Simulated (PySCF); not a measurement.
C$_{2}$H$_{8}$N (SMILES CC[NH3+]), charge +1, singlet, geometry from GFN2-xTB. Base run: DF-TPSS/pcseg-1 run with PySCF.

The PySCF input:
```python
from pyscf import gto, scf, dft

mol = gto.Mole()
mol.atom = '''
    C     1.242363   -0.397501   -0.003229
    C     0.104878    0.602170    0.010315
    N    -1.207868   -0.122818   -0.005342
    H     2.189650    0.133330    0.008197
    H     1.215410   -1.041569    0.872132
    H     1.220246   -1.012061   -0.899685
    H     0.148359    1.250307   -0.865745
    H     0.143518    1.220773    0.907695
    H    -1.274177   -0.738352    0.816913
    H    -1.269633   -0.710625   -0.847987
    H    -2.001747    0.529910    0.003362
'''
mol.basis = 'pcseg-1'
mol.charge = 1
mol.spin = 0
mol.verbose = 4
mol.build()

mf = dft.RKS(mol)
mf.xc = 'tpss'
mf = mf.density_fit(auxbasis='def2-universal-jkfit')
mf.kernel()
mf.analyze()
```

The base run was repeated with changes; each row names its change, and settings that it needs were set with it.

```tsv
change	basis functions	E (Eh)	HOMO (eV)	HOMO-LUMO gap (eV)	core-seconds (rough)
base	82	-135.52625	-14.10	8.50	10
basis = STO-3G	23	-133.95618	-13.59	13.05	4
basis = 3-21G	43	-134.82913	-14.01	9.31	5
basis = 6-31G*	58	-135.55328	-14.01	8.95	8
basis = cc-pVDZ	82	-135.56223	-13.99	8.61	9
basis = pc-1	82	-135.52855	-14.11	8.53	10
basis = 6-311++G**	122	-135.59767	-14.05	8.19	20
basis = 6-311+G(2d,p)	129	-135.60003	-14.06	8.26	20
basis = aug-pcseg-1	141	-135.53512	-14.08	8.20	20
basis = def2-TZVP	141	-135.60915	-14.05	8.38	20
basis = def2-TZVPD	183	-135.60972	-14.06	8.26	20
basis = pc-2	202	-135.61391	-14.06	8.27	20
basis = cc-pVTZ	202	-135.60896	-14.05	8.43	30
```

Totals compare only among sets that treat the same electrons; sets with core potentials leave the core out.
